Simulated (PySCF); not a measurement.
# Structure from NMR data

Molecular formula: C$_{7}$H$_{9}$N. Simulated spectra:

$^{1}$H NMR (600 MHz, computed): δ 8.85 (s, 1H), 8.83 (d, 1H), 7.72 (d, 1H), 7.37 (m, 1H), 2.63 (q, 2H), 1.22 (t, 3H).

$^{13}$C{$^{1}$H} NMR (computed): δ 155.4, 153.2, 145.5, 140.9, 128.3, 32.1, 22.5.

[PySCF 2.14: geometry: GFN2-xTB; σ from GIAO-PBE0/pcSseg-1; equivalent nuclei averaged; one conformer; no solvent; relativity neglected]

References, each an isolated molecule treated in the same way: $^{1}$H and $^{13}$C against TMS.

Deduce the structure.

Answers


- The formula gives 4 degrees of unsaturation (1 ring in the answer).
- 7 carbon signals for 7 carbons: no two carbons are equivalent.
- Carbon types of the structure: 1 × C, 4 × CH, 1 × CH2, 1 × CH3, which accounts for all hydrogens.
- δC 155.4, 153.2: aromatic CH next to a ring nitrogen; the adjacent pyridine-type nitrogen withdraws density from it.
- δC 145.5: substituted aromatic carbon.
- δC 140.9, 128.3: aromatic CH.
- δC 32.1: sp3 CH2 on an aromatic ring; aliphatic region, no heteroatom directly attached.
- δC 22.5: methyl carbon; saturated and bonded to C and H only.
- δH 8.85, 8.83: hydrogen on an aromatic CH next to a ring nitrogen; ring current plus the neighbouring ring nitrogen.
- δH 7.72, 7.37: hydrogen on an aromatic CH; the ring current deshields protons in the ring plane.

Structure: `CCc1cccnc1`.

The shifts were computed for this structure.

Shifts are as computed. Against solution values, carbons near 30 ppm lie about +3 ppm off and those near 130 ppm about +5 ppm. Of 246 compounds with measured shifts, 49 miss one by over three times the rms of a fit or turn the order of signals round; such compounds aren't used in these exercises. No couplings were computed; multiplicities are counted from neighbouring protons, with m where these are inequivalent, close in shift, in a saturated or five-membered ring or joined by F or P, and br s for small geminal =CH2 splittings.
